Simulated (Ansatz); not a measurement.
Cd₂Se⁺. The state is a doublet with charge 1. Geometry relaxed at PBE0-D4/def2-TZVP.

```
atom    x (Å)    y (Å)    z (Å)
 Cd1   1.3290   1.1128  -1.3016
 Cd2  -0.5562  -1.5606   1.3979
 Se3  -0.7729   0.4478  -0.0963
```

In the def2 sets Cd takes a core potential; there is no spin–orbit coupling. The relaxation made no stability test and no search for a lower SCF solution. The structure comes from a short search, and lower isomers may exist.

Problem. Estimate the harmonic wavenumbers at UKS PBE0-D4/def2-TZVP (Ansatz, unscaled). Is this a minimum?

Solution. 40, 167, 181 cm⁻¹. Yes, no mode is imaginary beyond noise. Zero-point energy 2.3 kJ/mol. Hardware: 4 threads of Arm Neoverse V2 on a shared host. Wall time 17 s.
